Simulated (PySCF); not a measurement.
# Re (rhenium, neutral) across methods

[Xe] 4f14 5d5 6s2, high-spin 6S determinant. Calculation: PySCF 2.14, in aug-cc-pVTZ-PP with ECP60MDF; scalar relativity through the core potential.

```
 method  E (hartree)  mean ε 5d α (eV)  mean ε 6s α (eV)  mean ε 6s β (eV)  Σ⟨r²⟩ (bohr²)   ⟨S²⟩
    PBE     -78.5042            -6.516            -6.500            -4.735          57.25  8.764
   PBE0     -78.4670            -7.982            -7.228            -5.332          57.15  8.767
   BLYP     -78.4576            -6.173            -6.204            -4.897          57.36  8.760
    LDA     -78.3198            -6.572            -6.711            -5.095          57.17  8.762
    UHF    -77.83805           -12.026            -8.892            -6.086          59.23  8.802
wB97X-V     -78.4195           -10.095            -8.918            -7.469          56.95  8.762
   TPSS     -78.4627            -6.561            -6.550            -4.619          57.35  8.767
 revPBE     -78.5464            -6.511            -6.462            -4.640          57.33  8.768
 r2SCAN     -78.5150            -7.050            -6.874            -4.822          57.40  8.792
```

Energies and moments cover only the electrons outside the core potential. Spin-orbit coupling, which splits the p, d and f shells strongly at this Z, is absent.
